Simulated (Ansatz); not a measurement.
`C[SiH2][CH2][AlH2]` and `BCC[SiH2]C` differ in one atom or group.

Ansatz, PBE0-D4/def2-TZVP geometries, multiplicity 1. Each molecule was computed in one conformer, which needn't be the lowest.

| property | `C[SiH2][CH2][AlH2]` |
| --- | --- |
| HOMO–LUMO gap (PBE0/def2-TZVPP) / eV | 6.50 |
| HOMO–LUMO gap (ωB97M-V/def2-TZVPP) / eV | 10.26 |
| HOMO–LUMO gap (PBE/def2-TZVPP) / eV | 4.52 |
| size of the dipole moment (B3LYP/def2-TZVPP) / D | 1.00 |
| HOMO energy (PBE0/def2-TZVPP) / eV | -7.89 |
| LUMO energy (PBE/def2-TZVPP) / eV | -2.16 |

**Question.** What does the change do to each property? (Estimate.)

**Answer.** Computed: 
```
                                        property  `BCC[SiH2]C`  shift
            HOMO–LUMO gap (PBE0/def2-TZVPP) / eV          6.63   0.13
         HOMO–LUMO gap (ωB97M-V/def2-TZVPP) / eV         10.77   0.51
             HOMO–LUMO gap (PBE/def2-TZVPP) / eV          4.33  -0.19
size of the dipole moment (B3LYP/def2-TZVPP) / D          0.67  -0.33
              HOMO energy (PBE0/def2-TZVPP) / eV         -7.98  -0.09
               LUMO energy (PBE/def2-TZVPP) / eV         -2.40  -0.24
```

Dipoles are sizes alone; their direction can turn.

B3LYP here is the variant with VWN-RPA as its local correlation; programs differ in this.
